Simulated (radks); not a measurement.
Q: The thallium ion Tl3+, [Xe] 4f14 5d10. Calculated with a radial shooting solver on a logarithmic mesh with Libxc functionals: non-relativistic Kohn-Sham, PBE, spin-polarised, spherical densities, point nucleus. Every spin shell is full or empty, so the densities are truly spherical. Functionals are evaluated on that one density, not self-consistently. Rank these exchange functionals by their error against the exact value of the orbitals, and give that value: LDA, B88, PBEsol, revPBE, RPBE, PW91, PW86, WC, B86b, APBE, SCAN, r2SCAN, MS2.

A: Exact: -351.504 hartree. From best to worst, with 100 (|E| - |E exact|)/|E exact| (equal figures are ties): B86b -0.02, PW91 +0.03, SCAN +0.04, B88 +0.05, r2SCAN -0.19, APBE +0.22, RPBE -0.24, revPBE -0.27, PW86 -0.41, WC -0.64, MS2 -0.68, PBEsol -1.80, LDA -3.80.
